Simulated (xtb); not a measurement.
xtb input (GFN1-xTB):

```bash
xtb mol.xyz --gfn 1 --opt tight --chrg 0 --uhf 0
```
mol.xyz:
```
17

C     -2.04597096     0.62848991    -0.47385733
C     -1.32944136    -0.64874731    -0.03516502
C     -2.33468379    -1.70468366     0.42657017
C     -0.29005367    -0.37635108     1.06602124
Si     1.10272655     0.79915155     0.64887760
Cl     1.98026461     0.22741657    -1.14538231
H     -2.79649376     0.40975973    -1.23541359
H     -1.35495676     1.36124771    -0.89404434
H     -2.55595114     1.09756000     0.37232865
H     -0.79551271    -1.04928421    -0.90253664
H     -1.83273522    -2.63097654     0.71303753
H     -2.89963517    -1.34866909     1.29261250
H     -3.04959079    -1.93940357    -0.36488783
H     -0.79065759     0.02623320     1.95656546
H      0.16988396    -1.31900787     1.37975004
H      2.15209281     0.75022183     1.68943511
H      0.65178482     2.19586854     0.47895183
```

End of the output:

```
   6 C   14 Si          1     1.9147168     1.9147168     1.9147168
  14 Si  17 Cl          1     2.0055734     2.0055734     2.0055734

optimized geometry written to: xtbopt.xyz

           -------------------------------------------------
          | TOTAL ENERGY              -20.589508561968 Eh   |
          | GRADIENT NORM               0.000123273684 Eh/α |
          | HOMO-LUMO GAP               6.841400854595 eV   |
           -------------------------------------------------

------------------------------------------------------------------------
------------------------------------------------------------------------
 total:
 SCF:
 ANC optimizer:
```
